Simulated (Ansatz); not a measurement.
Input for Ansatz (development build ahead of 0.2.0):

```yaml
crystal:
  periodic: [false, false, false]
  atoms:
    - { symbol: Co, position_ang: [0.0, 0.0, 0.0] }
    - { symbol: "N", position_ang: [0.0, 0.0, 4.004] }
basis:
  gaussian: { orbitals: pcseg-2 }
magnetization:
  initial_magnetization: 4
hamiltonian:
  xc: { name: B3LYP }
```

The input is written out in the form of the current development build from the run's settings.

Output:

- Converged: yes
- Total energy: -1437.34655 hartree
- Spin squared of the determinant: 6.000
- Stability test: minimum among restricted orbitals

Caution: stretched shape with no unrestricted run beside it, a lower state can exist; charge can spread falsely over distant fragments.
